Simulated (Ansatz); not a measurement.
`CB[SiH2]C` and `CB[SiH3]` differ in one atom or group.

Ansatz, PBE0-D4/def2-TZVP geometries, multiplicity 1. Each molecule was computed in one conformer, which needn't be the lowest.

```csv
property,`CB[SiH2]C`
size of the dipole moment (B3LYP/def2-TZVPP) / D,1.30
LUMO energy (ωB97M-V/def2-TZVPP) / eV,0.28
size of the dipole moment (ωB97M-V/def2-TZVPP) / D,1.33
HOMO–LUMO gap (PBE/def2-TZVPP) / eV,3.74
HOMO energy (ωB97M-V/def2-TZVPP) / eV,-9.77
LUMO energy (B3LYP/def2-TZVPP) / eV,-1.87
```

(1) Give the same properties after the change, and the shifts. (Estimate.)

Results:

(1) Ansatz gave: 
```tsv
property	`CB[SiH3]`	shift
size of the dipole moment (B3LYP/def2-TZVPP) / D	1.20	-0.10
LUMO energy (ωB97M-V/def2-TZVPP) / eV	0.14	-0.14
size of the dipole moment (ωB97M-V/def2-TZVPP) / D	1.22	-0.11
HOMO–LUMO gap (PBE/def2-TZVPP) / eV	3.89	0.15
HOMO energy (ωB97M-V/def2-TZVPP) / eV	-10.08	-0.31
LUMO energy (B3LYP/def2-TZVPP) / eV	-2.02	-0.15
```

With PBE0 the HOMO falls by 0.31 eV and the LUMO falls by 0.15 eV, so the gap widens by about 0.16 eV. PBE moves the HOMO by -0.31 eV and ωB97M-V by -0.31 eV. Dipoles are sizes alone; their direction can turn.

B3LYP here is the variant with VWN-RPA as its local correlation; programs differ in this.
